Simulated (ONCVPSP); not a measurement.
# beryllium (Be): variants of one ONCV potential

Base potential:

Be (Z = 4), optimised norm-conserving Vanderbilt (ONCV), made with ONCVPSP 4.0.1 (LDA (Perdew-Wang 92), scalar-relativistic). Core [He], reference 2s2. Waves: 2s: rc 2.00 bohr, ncon 4, nbas 7, qcut 3 1/bohr, 2 projectors, debl 1.4 Ha; p scattering state at 0.02 Ha: rc 1.60 bohr, ncon 5, nbas 10, qcut 6 1/bohr, 2 projectors, debl 2.4 Ha. Local part: polynomial inside 1.40 bohr (lpopt 3, dvloc0 2 Ha). Core correction: none.

In the p channel the program set the typed energies aside and used 0.050, 2.450 Ha.

All-electron outer shells of the reference configuration (LDA (PZ), scalar-relativistic, ld1.x):

```
shell  level (eV)  outermost node (bohr)  outermost maximum (bohr)
   1s     -104.93                      –                      0.27
   2s       -5.61                   0.60                      2.04
```

Cutoffs, loose and tight: the cutoffs (Ha) at which the residual kinetic energy of the hardest occupied pseudo-wave falls to 1 and 0.1 mHa per electron. They do not see the model core or the augmentation charge, which bear on the density cutoff. Test errors are all-electron minus pseudo excitation energies from the reference, over the configurations 2s1; 2s1.5; 2s1 2p1; 2s0 2p2. A dash means not determined; rows that change the core or the reference have their own tests. The largest error is taken over the tests solved by every variant that gives reliable tests at all: 2s1; 2s1 2p1; 2s1.5.

For the base: The cutoffs count occupied waves only; projector 2 of the p channel, the hardest unoccupied one, needs 18 Ha at the loose tolerance.

| change | outcome | cutoff, loose | cutoff, tight | bound ghosts | GHOST(+) flags above zero | largest test error (meV) |
| --- | --- | --- | --- | --- | --- | --- |
| base | generated, projector energies reset by the program | 5.3 Ha | 25 Ha | none | none | +16 |
| s: qcut 1.9 | generated, projector energies reset by the program | 14 Ha | 28 Ha | none | none | +14 |
| s: qcut 2.2 | generated, projector energies reset by the program | 12 Ha | 28 Ha | none | none | +15 |
| s: qcut 2.4 | generated, projector energies reset by the program | 11 Ha | 27 Ha | none | none | +15 |
| s: qcut 2.9 | generated, projector energies reset by the program | 5.5 Ha | 25 Ha | none | none | +16 |
| s: qcut 3.1 | generated, projector energies reset by the program | 5.2 Ha | 24 Ha | none | none | +16 |
| s: qcut 3.9 | generated, projector energies reset by the program | 5.4 Ha | 7.9 Ha | none | none | +18 |
| s: qcut 4.2 | generated, projector energies reset by the program | 5.8 Ha | 8.0 Ha | none | none | +18 |

**Question.** What comes out with this change to the base: s: qcut 3.5?

**Answer.** outcome: generated, projector energies reset by the program; cutoff, loose: 5.2 Ha; cutoff, tight: 14 Ha; bound ghosts: none; GHOST(+) flags above zero: none; largest test error (meV): +17.

**Question.** What comes out with this change to the base: s: qcut 4.5?

**Answer.** outcome: generated, projector energies reset by the program; cutoff, loose: 6.1 Ha; cutoff, tight: 8.4 Ha; bound ghosts: none; GHOST(+) flags above zero: none; largest test error (meV): +18.

Reading the sweep of the qcut of the s channel (base included, trends over the rows without a ghost): The loose cutoff is not monotonic: lowest 5.2 Ha at 3.5 1/bohr, highest 14 Ha at 1.9 1/bohr.
